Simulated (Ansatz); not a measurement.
CoCl₂. The state is a doublet with charge 0. Geometry PBE0-D4/def2-TZVP.

Cartesian coordinates in Å:
```
Co 0.000 0.000 0.000
Cl 0.055 0.143 2.074
Cl -0.055 -0.143 -2.074
```

The 6-31G sets use Cartesian d functions. HSE06 is defined as in plane-wave codes, on full-range PBE exchange. At HF/6-31G, revPBE-D4/def2-TZVP, r2SCANh-D4/def2-TZVP, HSE06-D4/def2-TZVP and others the charge 0 doublet is spin-contaminated (final ⟨S²⟩ up to 1.76, 0.75 for a pure state). At PBE0-D4/def2-TZVP a quartet of charge 0 lies 1.08 eV below the doublet, each at its own geometry.

Problem. Estimate the α-spin orbital energies around the gap (eV) in Ansatz with HF/6-31G, revPBE-D4/def2-TZVP, r2SCANh-D4/def2-TZVP, HSE06-D4/def2-TZVP, BHLYP-D4/def2-TZVP.

Solution. 
| orbital | HF/6-31G | revPBE-D4/def2-TZVP | r2SCANh-D4/def2-TZVP | HSE06-D4/def2-TZVP | BHLYP-D4/def2-TZVP |
| --- | --- | --- | --- | --- | --- |
| HOMO−5 | -14.99 | -8.38 | -9.71 | -9.91 | -13.13 |
| HOMO−4 | -13.31 | -8.28 | -9.46 | -9.75 | -11.33 |
| HOMO−3 | -12.90 | -8.28 | -9.18 | -9.32 | -10.77 |
| HOMO−2 | -12.90 | -7.52 | -8.95 | -8.98 | -10.77 |
| HOMO−1 | -12.33 | -7.08 | -8.36 | -8.90 | -10.14 |
| HOMO | -12.33 | -6.91 | -8.28 | -8.53 | -10.14 |
| LUMO | -0.42 | -6.41 | -5.95 | -5.66 | -3.57 |
| LUMO+1 | 1.75 | -1.21 | -0.84 | -1.04 | 0.74 |
| LUMO+2 | 1.75 | 0.62 | 0.87 | 0.82 | 2.21 |
| LUMO+3 | 3.61 | 0.77 | 1.09 | 1.00 | 2.21 |
| LUMO+4 | 4.39 | 2.31 | 3.07 | 2.72 | 3.93 |
| LUMO+5 | 6.93 | 4.11 | 4.62 | 4.22 | 5.06 |
| β HOMO | -12.44 | -6.46 | -8.02 | -8.48 | -10.38 |
| β LUMO | 1.09 | -5.80 | -4.48 | -4.31 | -1.60 |
